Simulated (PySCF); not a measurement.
Compound: C₇H₁₁BF₂.
Geometry (PBE0-D3(BJ)/def2-SVP, Å), atoms numbered from 1 in this order:
```
atom  x, y, z in Å
F1     3.7325    0.6111    0.3490
B2     2.6184   -0.0665    0.5619
F3     2.6708   -0.9810    1.5182
C4     1.3066    0.1639   -0.2482
C5     0.8258   -1.0969   -0.9906
C6    -0.6252   -0.7732   -1.3459
C7    -1.1246    0.0829   -0.1825
C8    -2.4306   -0.1972    0.5002
C9    -2.2835    1.0178   -0.3678
C10    0.0958    0.4940    0.6444
H11    1.4508    0.9757   -0.9805
H12    1.4424   -1.3417   -1.8688
H13    0.8676   -1.9617   -0.3070
H14   -0.6555   -0.1918   -2.2827
H15   -1.2353   -1.6757   -1.5033
H16   -2.4789   -0.0525    1.5839
H17   -3.0383   -1.0286    0.1313
H18   -2.2378    1.9974    0.1173
H19   -2.7845    1.0213   -1.3406
H20    0.0678    1.5530    0.9437
H21    0.1423   -0.1055    1.5693
```

The closed-shell ground state was solved at several levels (PySCF, density fitting, gas phase, non-relativistic).

```csv
level,basis functions,total energy (Eh),HOMO (eV),LUMO (eV),gap (eV),dipole (D)
B3LYP/pcSseg-1,225,-497.9675,-7.52,-0.04,7.48,1.73
B3LYP/def2-SVPD,294,-497.6733,-7.53,-0.14,7.39,1.82
```

(1) What might PBE0/pcSseg-1 (225 basis functions) give for the same quantities?

(2) Over all these levels, which gives the widest orbital gap and which the narrowest?

(3) How far do the dipole and the HOMO energy spread over the levels?

## Answers

(1) Total energy -497.4061 Eh, HOMO -7.73 eV, LUMO 0.22 eV, gap 7.95 eV, dipole 1.76 D.

(2) PBE0/pcSseg-1 (global hybrid, 25 % exact exchange) has the widest, 7.95 eV, and B3LYP/def2-SVPD (global hybrid, 20 % exact exchange) the narrowest, 7.39 eV. Functional and basis both differ between the two, so the spread mixes both effects.

(3) The dipole runs from 1.73 to 1.82 D (mean 1.77 D) and the HOMO from -7.73 to -7.52 eV.

One conformer stands for the species.
